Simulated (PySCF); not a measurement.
All values below come from PBE0-D4/def2-TZVP in PySCF. All species are isolated molecules in the gas phase. One relaxed conformer stands for a flexible species; it need not be the lowest. Delta-SCF ions had no search for a lower state. 

Reference species (SMILES): `[Br][Al]([Br])[Br]` (neutral, multiplicity 1).

vertical ionisation energy (Delta-SCF): 10.52 eV
HOMO: -8.64 eV

Changed species: `[OH][Al]([OH])[Br]` (H–O–Al–Br torsion 0°, Br–Al–O–H torsion -180°) (2 of 3 Br replaced by OH; the reference has 0 of 3 Br replaced by OH).

**Question.** Predict the effect on the vertical ionisation energy (Delta-SCF) and HOMO.

**Answer.** the vertical ionisation energy (Delta-SCF) rises by 0.55 eV, to 11.07 eV; the HOMO stays essentially unchanged.
